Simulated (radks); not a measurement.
Species: the vanadium ion V15+. Configuration: [He] 2s2 2p4. Method: scalar-relativistic Kohn-Sham, r2SCAN, spin-unpolarised, spherical densities, finite nucleus; meta-GGA in the generalised Kohn-Sham scheme; Fermi nuclear charge, rms radius 3.6002 fm; computed with a radial shooting solver on a logarithmic mesh with Libxc functionals.

Radial electron density D(r) = 4 pi r^2 rho(r):

```
   r/bohr * D(r) (the largest magnitude, 27, reaches the edge; | marks zero)
 0.005934 |     *
 0.006637 |      *
 0.007364 |        *
 0.008237 |         *
 0.009213 |           *
  0.01031 |              *
  0.01153 |                *
  0.01289 |                   *
  0.01442 |                      *
    0.016 |                          *
   0.0179 |                             *
  0.02002 |                                 *
  0.02239 |                                      *
  0.02504 |                                          *
  0.02801 |                                             *
  0.03133 |                                                 *
  0.03477 |                                                   *
  0.03889 |                                                     *
  0.04349 |                                                      *
  0.04865 |                                                      *
  0.05441 |                                                    *
  0.06086 |                                                 *
  0.06808 |                                              *
  0.07554 |                                          *
  0.08449 |                                       *
   0.0945 |                                   *
   0.1057 |                                 *
   0.1182 |                                 *
   0.1322 |                                  *
   0.1479 |                                    *
   0.1641 |                                       *
   0.1836 |                                          *
   0.2053 |                                            *
   0.2297 |                                            *
   0.2569 |                                         *
   0.2873 |                                     *
   0.3214 |                              *
   0.3566 |                        *
   0.3989 |                *
   0.4461 |          *
    0.499 |      *
   0.5582 |  *
   0.6243 | *
   0.6983 |*
   0.7748 *
   0.8667 *
   0.9694 *
    1.084 *
    1.213 *
```

D(r) has 2 maxima, at r = 0.0446, 0.217 bohr, and minima at 0.115 bohr, inside which lie 2.22 electrons.
